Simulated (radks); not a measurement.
Values are calculated unless marked as measured or tabulated.
Q: Ionisation of the calcium ion Ca+, [Ar] 4s1, to Ca2+, [Ar], under several functionals. Dirac Kohn-Sham, spin-unpolarised, spherical densities, finite nucleus; a radial shooting solver on a logarithmic mesh with Libxc functionals. The NIST Atomic Spectra Database gives 11.872 eV (measured). Rank these functionals by the error of their Delta-SCF ionisation energy: BP86; PBE; HCTH/407; LDA (Slater exchange, VWN5 correlation); LDA (Slater exchange, Perdew-Wang correlation); exchange-only B88; PBEsol; SOGGA.

A: From best to worst: PBE 11.820 eV (-0.052); BP86 11.800 eV (-0.072); LDA (Slater exchange, VWN5 correlation) 11.944 eV (+0.073); LDA (Slater exchange, Perdew-Wang correlation) 11.946 eV (+0.074); HCTH/407 12.050 eV (+0.178); PBEsol 11.681 eV (-0.190); SOGGA 11.601 eV (-0.271); exchange-only B88 11.281 eV (-0.590). Spin polarisation and multiplet splitting are left out, so open shells lie too high by an amount that depends on their filling.

Beside tabulated values, note that spin-unpolarised runs miss the spin-polarisation part of the exchange energy of open shells.
